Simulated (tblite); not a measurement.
Task: Give a GFN2-xTB geometry of `CCN1CC[C]1C` [radical]. (Doublet state.)

Result: 
```
atom  x, y, z in Å
C1     2.4277    0.3478   -0.7241
C2     1.0496   -0.2278   -1.0330
N3     0.1472    0.0209    0.0573
C4     0.2591   -0.6319    1.3542
C5    -1.2726   -0.5867    1.4764
C6    -1.2534   -0.1515    0.0352
C7    -2.1975    0.7339   -0.6899
H8     2.3470    1.4092   -0.5044
H9     2.8614   -0.1528    0.1383
H10    3.0920    0.2126   -1.5734
H11    1.1420   -1.3092   -1.2379
H12    0.6326    0.2506   -1.9227
H13    0.8206   -0.0408    2.0807
H14    0.6775   -1.6430    1.3054
H15   -1.7549   -1.5434    1.6808
H16   -1.6432    0.1527    2.1922
H17   -3.1878    0.2805   -0.7086
H18   -2.2934    1.7221   -0.2190
H19   -1.8637    0.8839   -1.7150
```

Any rigid rotation of these coordinates is as good. Atoms count from 1 in this order. The 4 C–C bonds span 1.484 Å (C6–C7, drawn single) to 1.537 Å (C4–C5, drawn single), a spread of 0.053 Å. C6 (carbon bonded to 2 C and N) is pyramidal (angles 129.2°, 124.5° and 91.9°, sum 345.6°, 0.32 Å off the plane of its three neighbours). Of the pairs four or more bonds apart, C4···H9 is among the closest relative to their van der Waals radii: 2.91 Å, 100 % of the sum of Bondi's values. The 4-membered ring N3–C4–C5–C6 has internal angles of 85.4° to 92.0°; it is slightly puckered (a soft mode that the optimisation may not have finished), 0.06 Å rms from its mean plane, widest ring torsion 10°.

Bonds between heavy atoms (Å): C1–C2 1.525, C2–N3 1.437, N3–C4 1.456, C4–C5 1.537, C5–C6 1.506, C6–C7 1.484, N3–C6 1.411.

Structure optimised with GFN2-xTB, isolated species. This method treats the open shell by occupation alone, without spin polarisation.

Point group: C1 (no symmetry element, even within 0.4 Å). Its GFN2-xTB frequencies are all real (lowest 60 cm⁻¹). Torsions: C1–C2–N3–C4 -70°, C2–N3–C4–C5 -147°, N3–C4–C5–C6 10°, C4–C5–C6–C7 -149°, C2–N3–C6–C5 145°. 2 starts were optimised and ended at 0.00 and 0.96 kcal/mol (GFN2-xTB); the lowest of these is shown.

Hardware: Arm Neoverse V2, one thread, no GPU (shared host). Cost: 0.35 s wall. These figures are those of the optimisation.

One conformer stands for the species.

The numbers are calculated, not measured.
